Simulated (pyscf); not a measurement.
PySCF, gas phase, ωB97X-D3(BJ)/def2-SVP geometries. MP2 and CC: frozen core, UHF for open shells. ΔMP2 is the change of the MP2 total energy from the triple- to the quadruple-zeta basis. Singlets are restricted, triplets unrestricted.

Singlet (Å):
```xyz
6

C     -1.0813     0.4503    -0.2454
O     -0.9280    -0.8274     0.2763
Al    -0.7415    -2.3819     0.9088
H     -2.1247     0.7994    -0.1437
H     -0.8201     0.4762    -1.3187
H     -0.4309     1.1745     0.2775
```

Triplet (Å):
```xyz
6

C      0.5992    -0.4080    -0.1229
O      0.8456     0.3669     1.0224
Al     1.9141     0.0776     2.3362
H     -0.4678    -0.6892    -0.1670
H      1.2011    -1.3359    -0.1455
H      0.8322     0.1749    -1.0314
```

Q: For these two minima of H₃C–O–Al (SMILES C[O][Al]), which spin state lies lower at CCSD(T)/def2-TZVPP + ΔMP2(QZVPP), and by how much (electronic energies)?

A: The singlet, by 71.4 kcal/mol. Zero-point energy shifts E(triplet) − E(singlet) by 0.0 kcal/mol. Other isomers of H₃C–O–Al [singlet] were not searched in full and may lie lower. 

E(triplet) − E(singlet) by level (kcal/mol):

| level | gap |
|---|---|
| ωB97X-D3(BJ)/def2-TZVP | +73.1 |
| PBE/def2-TZVP | +68.9 |
| r²SCAN/def2-TZVP | +64.1 |
| B3LYP-D3(BJ)/def2-TZVP | +73.3 |
| PBE0-D3(BJ)/def2-TZVP | +67.9 |
| M06-2X/def2-TZVP | +73.3 |
| ωB97M-D3(BJ)/def2-TZVP | +80.9 |
| HF/def2-TZVP | +51.9 |
| MP2/def2-QZVPP | +67.3 |
| CCSD/def2-TZVPP | +70.6 |
| CCSD(T)/def2-TZVPP | +70.9 |
| CCSD(T)/def2-TZVPP + ΔMP2(QZVPP) | +71.4 |

The triplet is the lowest one reached from the SCF start used. The CCSD(T) − MP2 part came from Ansatz, without density fitting, on the same reference.
